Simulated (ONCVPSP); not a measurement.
## nitrogen: ONCV pseudisation with PBEsol, non-relativistic reference atom.

The input file (ONCVPSP 4.0.1):

```
# ATOM AND REFERENCE CONFIGURATION
# atsym  z   nc   nv     iexc    psfile
  N 7.00    1    2  -116133      upf
#
#   n    l    f
    1    0    2.00
    2    0    2.00
    2    1    3.00
#
# PSEUDOPOTENTIAL AND OPTIMIZATION
# lmax
    2
#
#   l,   rc,      ep,       ncon, nbas, qcut
    0    0.80    0.00    4    7    8.30
    1    2.15    0.00    5    9    5.70
    2    1.70    0.37    4    8    5.30
#
# LOCAL POTENTIAL
# lloc, lpopt,  rc(5),   dvloc0
    4    5    0.70    6.00
#
# VANDERBILT-KLEINMAN-BYLANDER PROJECTORs
# l, nproj, debl
    0    2    1.80
    1    3    3.70
    2    2    1.40
#
# MODEL CORE CHARGE
# icmod, fcfact, rcfact
    3    5.00    1.50
#
# LOG DERIVATIVE ANALYSIS
# epsh1, epsh2, depsh
   -2.00    5.00    0.02
#
# OUTPUT GRID
# rlmax, drl
    6.00    0.01
#
# TEST CONFIGURATIONS
# ncnf
    4
# nvcnf
#   n    l    f
    2
    2    0    2.00
    2    1    2.00
#
    2
    2    0    2.00
    2    1    1.00
#
    2
    2    0    2.00
    2    1    0.00
#
    2
    2    0    2.00
    2    1    2.50
#
```

Command:

```bash
oncvpspnr.x < N.dat > N.out
```

Resulting log (shortened: citation, most of the input echo, consistency checks and plot data are left out):

```
ONCVPSP  (Optimized Norm-Conservinng Vanderbilt PSeudopotential)
scalar-relativistic version 4.0.1

#   n    l    f        energy (Ha)
    1    0    2.00    -1.4069353E+01
    2    0    2.00    -6.7732014E-01
    2    1    3.00    -2.5875366E-01

Reference configufation results
  iterations    23
  all-electron total energy (Ha)   -5.42099450D+01

Begin loop to  construct optimized pseudo wave functions
and semi-local pseudopoentials for all angular momenta

   Wellstate for l =  0  n =  3
     eigenvalue =   1.1227
     asymptotic potential =   1.6227
     half-point radius =  2.5050

Calculating optimized projector #   1

 for l=   0

    Fraction of norm inside rc  0.177855
    Optimizing pswf for qcut=   8.29 a_B^-1,  ecut=  34.34 Ha
    Residual kinetic energy error=  2.65D-04 Ha

    Energy error per electron        Cutoff
         Ha          eV             Ha
         0.01000     0.27211       20.01
         0.00100     0.02721       29.25
         0.00010     0.00272       50.04
         0.00001     0.00027      158.06

Calculating optimized projector #   2

 for l=   0

    Fraction of norm inside rc  0.075268
    Optimizing pswf for qcut=   8.29 a_B^-1,  ecut=  34.34 Ha
    Residual kinetic energy error=  1.43D-03 Ha

    Energy error per electron        Cutoff
         Ha          eV             Ha
         0.01000     0.27211       18.15
         0.00100     0.02721       54.85
         0.00010     0.00272      230.07
         0.00001     0.00027      275.00

   Wellstate for l =  1  n =  5
     eigenvalue =   3.4412
     asymptotic potential =   3.9412
     half-point radius =  3.7560

   Wellstate for l =  1  n =  7
     eigenvalue =   7.1412
     asymptotic potential =   7.6412
     half-point radius =  3.9102

Calculating optimized projector #   1

 for l=   1

    Fraction of norm inside rc  0.821789
    Optimizing pswf for qcut=   5.69 a_B^-1,  ecut=  16.19 Ha
    Residual kinetic energy error=  1.26D-04 Ha

    Energy error per electron        Cutoff
         Ha          eV             Ha
         0.01000     0.27211       10.74
         0.00100     0.02721       13.71
         0.00010     0.00272       17.62
         0.00001     0.00027       51.70

Calculating optimized projector #   2

 for l=   1

    Fraction of norm inside rc  0.187591
    Optimizing pswf for qcut=   5.69 a_B^-1,  ecut=  16.19 Ha
    Residual kinetic energy error=  5.52D-03 Ha

    Energy error per electron        Cutoff
         Ha          eV             Ha
         0.01000     0.27211       15.19
         0.00100     0.02721       38.15
         0.00010     0.00272       69.11
         0.00001     0.00027       76.97

Calculating optimized projector #   3

 for l=   1

    Fraction of norm inside rc  0.130161
    Optimizing pswf for qcut=   5.69 a_B^-1,  ecut=  16.19 Ha
    Residual kinetic energy error=  5.11D-02 Ha

    Energy error per electron        Cutoff
         Ha          eV             Ha
         0.01000     0.27211       20.87
         0.00100     0.02721       71.77
         0.00010     0.00272       88.41
         0.00001     0.00027       96.53

   Wellstate for l =  2  n =  3
     eigenvalue =   0.3700
     asymptotic potential =   0.8700
     half-point radius =  5.8900

   Wellstate for l =  2  n =  4
     eigenvalue =   1.7700
     asymptotic potential =   2.2700
     half-point radius =  3.6493

Calculating optimized projector #   1

 for l=   2

    Fraction of norm inside rc  0.026695
    Optimizing pswf for qcut=   5.30 a_B^-1,  ecut=  14.03 Ha
    Residual kinetic energy error=  1.47D-05 Ha

    Energy error per electron        Cutoff
         Ha          eV             Ha
         0.01000     0.27211        1.93
         0.00100     0.02721        5.65
         0.00010     0.00272       10.41
         0.00001     0.00027       15.00

Calculating optimized projector #   2

 for l=   2

    Fraction of norm inside rc  0.225454
    Optimizing pswf for qcut=   5.30 a_B^-1,  ecut=  14.03 Ha
    Residual kinetic energy error=  7.40D-04 Ha

    Energy error per electron        Cutoff
         Ha          eV             Ha
         0.01000     0.27211        8.64
         0.00100     0.02721       13.42
         0.00010     0.00272       18.17
         0.00001     0.00027       46.88

Construct Vanderbilt / Kleinmman-Bylander projectors

B matrix Hermiticity error, ll=   0
   1   2    1.8633E-08

  Orthonormal projector coefficients  7.2595E+01  4.4965E+00

B matrix Hermiticity error, ll=   1
   1   2    8.4508E-10
   1   3   -9.4547E-08
   2   3   -1.1106E-07

  Orthonormal projector coefficients -4.7371E+00 -2.1138E+00 -7.5748E-01

B matrix Hermiticity error, ll=   2
   1   2   -4.0914E-09

  Orthonormal projector coefficients -3.5701E+00 -1.7138E+00

Model core correction analysis
  based on d2Exc/dn_idn_j

d2excae - all-electron derivatives

   -5.132186D-02   -4.429968D-02
   -4.430225D-02   -4.249715D-02

d2excps - pseudofunction derivatives with no core correction

   -5.121159D-02   -4.614295D-02
   -4.614456D-02   -4.298625D-02

rms 2nd derivative error    1.326942E-03

rmatch, rhocmatch    0.4805    4.2879

Teter function model core charge with specified parameters

d2excps - pseudofunction derivatives with core correction

   -4.919250D-02   -4.483626D-02
   -4.483759D-02   -4.207945D-02

rms 2nd derivative error    1.149256E-03

Pseudoatom total energy   -9.479334

Diagnostic tests using Vanderbilt-Kleinman-Bylander pseudopotentials
  1 or more projectors used as specified by nproj input data

   l    rcore       rmatch      e in        delta e   norm test  slope test

   0   0.8037126   0.8281151  -0.6773201  -0.0000000   1.0000000   1.0000000
   0   0.8037126   0.8281151   1.1226799   0.0000001   1.0000000   1.0000000

   1   2.1565901   2.2220689  -0.2587537   0.0000000   1.0000000   1.0000000
   1   2.1565901   2.2220689   3.4412463   0.0000000   1.0000000   1.0000000
   1   2.1565901   2.2220689   7.1412463  -0.0000001   1.0000000   1.0000000

   2   1.7078368   1.7596904   0.3700000  -0.0000000   1.0000000   1.0000000
   2   1.7078368   1.7596904   1.7700000   0.0000000   1.0000000   1.0000000

 Testing for bound ghosts
   n   l    E NL Schr. Eq   E Basis Diag.   E Cutoff

   1   0       -0.677320       -0.531559    287.71

   2   1       -0.258754       -0.258268    107.51

 Testing for highly-localized positive-energy ghosts
       l    <radius>/rc     E Basis Diag.   E Cutoff

       0        0.874611      285.777397    287.71  WARNING - GHOST(+)

Test configuration 0

   n   l     f        eae           eps        diff
   1   0  2.0000  -14.06935292
   2   0  2.0000   -0.67732014   -0.67732015   -1.55D-08
   2   1  3.0000   -0.25875366   -0.25875366    0.00D+00

    Total energies and differences
      AE_ref= -5.42099450D+01  AE_tst= -5.42099450D+01  dif=  0.00D+00
      PS_ref= -9.47933397D+00  PS_tst= -9.47933397D+00  dif=  0.00D+00
      PSP excitation error=  0.00D+00

Test configuration 1

   n   l     f        eae           eps        diff
   1   0  2.0000  -14.69143970
   2   0  2.0000   -1.18616309   -1.18376352    2.40D-03
   2   1  2.0000   -0.75716279   -0.74933958    7.82D-03

    Total energies and differences
      AE_ref= -5.42099450D+01  AE_tst= -5.37128534D+01  dif=  4.97D-01
      PS_ref= -9.47933397D+00  PS_tst= -8.98508822D+00  dif=  4.94D-01
      PSP excitation error=  2.85D-03

Test configuration 2

   n   l     f        eae           eps        diff
   1   0  2.0000  -15.50518099
   2   0  2.0000   -1.79804083   -1.78351917    1.45D-02
   2   1  1.0000   -1.37321832   -1.33974106    3.35D-02

    Total energies and differences
      AE_ref= -5.42099450D+01  AE_tst= -5.26565905D+01  dif=  1.55D+00
      PS_ref= -9.47933397D+00  PS_tst= -7.94757347D+00  dif=  1.53D+00
      PSP excitation error=  2.16D-02

Test configuration 3

   n   l     f        eae           eps        diff
   1   0  2.0000  -16.49366117
   2   0  2.0000   -2.49202606   -2.44879460    4.32D-02

    Total energies and differences
      AE_ref= -5.42099450D+01  AE_tst= -5.09335286D+01  dif=  3.28D+00
      PS_ref= -9.47933397D+00  PS_tst= -6.28196325D+00  dif=  3.20D+00
      PSP excitation error=  7.90D-02

Test configuration 4

   n   l     f        eae           eps        diff
   1   0  2.0000  -14.35489386
   2   0  2.0000   -0.91705512   -0.91666218    3.93D-04
   2   1  2.5000   -0.49167983   -0.48936673    2.31D-03

    Total energies and differences
      AE_ref= -5.42099450D+01  AE_tst= -5.40237906D+01  dif=  1.86D-01
      PS_ref= -9.47933397D+00  PS_tst= -9.29365091D+00  dif=  1.86D-01
      PSP excitation error=  4.71D-04
```

oncvpspnr.x prints “scalar-relativistic version” in its banner although the run is non-relativistic.

The run took about 3 s on one core of a shared server CPU.
